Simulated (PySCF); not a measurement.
# Nuclear quadrupole coupling in `O=c1occ(O)o1`

Species: C₃H₂O₄.
Structure used (GFN2-xTB), in Å, numbered top down from 1:
```
atom  x, y, z in Å
O1     2.7114   -0.5448   -0.3702
C2     1.5796   -0.2403   -0.1968
O3     1.1270    0.9729    0.1609
C4    -0.2485    0.8950    0.2537
C5    -0.6057   -0.3621   -0.0487
O6    -1.7732   -0.9985   -0.1200
O7     0.5116   -1.0845   -0.3317
H8    -0.7849    1.7755    0.5302
H9    -2.5036   -0.4072    0.0973
```

Field gradients from the PBE0/pcSseg-1 density (PySCF, non-relativistic), principal values in atomic units, ordered |Vxx| ≤ |Vyy| ≤ |Vzz|:

```csv
atom,Vxx,Vyy,Vzz
O1,0.5667,0.7935,-1.3602
O3,-0.4051,-1.2378,1.6429
O6,-0.1089,-1.7367,1.8456
O7,-0.4069,-1.1882,1.5951
```

Find the asymmetry η = (Vxx − Vyy)/Vzz and the couplings χ = eQV/h (234.96 MHz × Q in barn × V in au), with Q(17O) = −0.0256 b.

```
atom               environment  nucleus     η  χzz (MHz)  χxx (MHz)  χyy (MHz)
  O1           carbonyl oxygen      17O  0.17       8.18      -3.41      -4.77
  O3               ring oxygen      17O  0.51      -9.88       2.44       7.45
  O6  oxygen bonded to C and H      17O  0.88     -11.10       0.66      10.45
  O7               ring oxygen      17O  0.49      -9.59       2.45       7.15
```

What is Vzz at O7 in SI units (1 au = 9.71736 × 10²¹ V/m²)?

1.5951 au = 15.500 × 10²¹ V/m².

And the gradient at the other heavy atoms, for which no coupling is worked out here?

```json
{"atom": "C2", "environment": "ring carbonyl carbon", "Vzz (au)": "-0.294", "η": "0.05"}
{"atom": "C4", "environment": "unsaturated ring CH carbon", "Vzz (au)": "0.425", "η": "0.05"}
{"atom": "C5", "environment": "unsaturated ring carbon", "Vzz (au)": "0.268", "η": "0.43"}
```

What couplings would deuterons (Q(2H) = 0.00286 b) have in place of the hydrogens, at this geometry?

| atom | bonded to | bond length (Å) | Vzz (au) | η | χzz (kHz) |
| --- | --- | --- | --- | --- | --- |
| H8 | C4 | 1.067 | 0.3511 | 0.15 | 236 |
| H9 | O6 | 0.965 | 0.4537 | 0.13 | 305 |

One conformer (not necessarily the lowest) at the GFN2-xTB geometry, without solvent, vibrations or thermal averaging. GFN2-xTB bond lengths can be off by several hundredths of an ångström, more for odd bonds, and the gradients follow them. The small basis limits the accuracy of the gradients.
